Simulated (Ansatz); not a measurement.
The same path of CH5F2NOSi (11 atoms, charge 0, multiplicity 1) was run twice with different band settings. The coordinate that changes most is the dihedral C2–O4–Si5–H10.

Theory: RKS PBE-D4/STO-3G (Ansatz).

Relaxed end points:

```xyz
11
Properties=species:S:1:pos:R:3
N -0.231 -2.011 0.735
C -0.104 -0.488 0.616
F 0.995 0.047 1.350
O 0.065 -0.243 -0.813
Si 0.014 1.456 -1.184
F -1.485 2.040 -0.812
H 0.715 -2.362 0.370
H -0.130 -2.182 1.789
H -1.066 -0.051 1.047
H 1.022 2.237 -0.455
H 0.270 1.501 -2.623
```

```xyz
11
Properties=species:S:1:pos:R:3
N -0.168 -1.976 0.458
C -0.265 -0.507 0.808
F 1.015 0.217 0.679
O -1.116 0.203 -0.096
Si -0.028 1.407 -0.832
F -1.138 2.073 -1.864
H 0.308 -2.020 -0.497
H 0.564 -2.383 1.123
H -0.584 -0.461 1.899
H 0.428 2.507 0.029
H 1.049 0.884 -1.687
```

Common settings: movable images 5; climbing image yes; optimiser quadratic models (default); start path IDPP; force threshold 0.03 eV/Å; iteration limit 60; end points relaxed.

| run | spring |
| --- | --- |
| 1 | 5.0 eV/Å² |
| 2 | 0.1 eV/Å² |

What does each run give, and how far can it be trusted?

Run 1: converged after 10 iterations, highest image 0.048 eV above the first end. A vibrational analysis at the climbing image gives one clearly imaginary mode, 49i cm⁻¹: a first-order saddle point.
Run 2: converged after 10 iterations, highest image 0.048 eV above the first end. Another band between the same ends (5 images) ends at a top of the same energy, where a vibrational analysis finds 1 clearly imaginary mode.
Limits of this set-up: minimal basis.
